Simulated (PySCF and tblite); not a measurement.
Values are calculated unless marked as measured or tabulated.
System: C6H8O, numbered as in [CH:1]1=[CH:2][CH2:3][O:4][CH:5]=[CH:6][CH2:7]1.

Geometries: GFN2-xTB; energies: PBE0/pcSseg-1 + D3(BJ); zero-point and thermal terms from GFN2-xTB harmonic modes (soft modes blended into free rotors). Rate constants are transition-state-theory values, counting equivalent paths, without tunnelling. Programs: tblite and PySCF.

**Question.** What barrier does the inversion of the 7-membered ring (1–2–3–4–5–6–7) meet, and how fast is it at 298 K?

**Answer.** The electronic barrier is 2.1 kcal/mol and ΔG‡(298 K) 1.6 kcal/mol, over a Cs saddle with an imaginary mode of 130i cm⁻¹ (GFN2-xTB). With 1 equivalent path, k is 3.8×10¹¹ s⁻¹, a mean lifetime of the start of 2.6 ps against this motion.
